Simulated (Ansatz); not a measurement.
```xyz
5

C     0.0811   -0.0141   -0.6705
O     0.0237   -0.0937    0.6556
H    -0.0319    0.8123    1.0183
H     0.0846   -1.0133   -1.1106
H    -0.4309    0.8418   -1.2370
```

Basis set: 6-31G* (spherical functions). Left uncorrelated: 2 orbitals. Charge 0, multiplicity 2.

Computed with Ansatz (development build ahead of 0.2.0); each method stands on the lowest determinant of its kind that the runs found.

Q: Give the atomization energy at this shape (free ground-state atoms in the same class of orbitals less the molecule, no zero-point energy) of doublet CH₃O by UHF-MP2, UHF.

A:

```csv
method,atomization energy
UHF-MP2,1532.5 kJ/mol
UHF,1164.5 kJ/mol
```
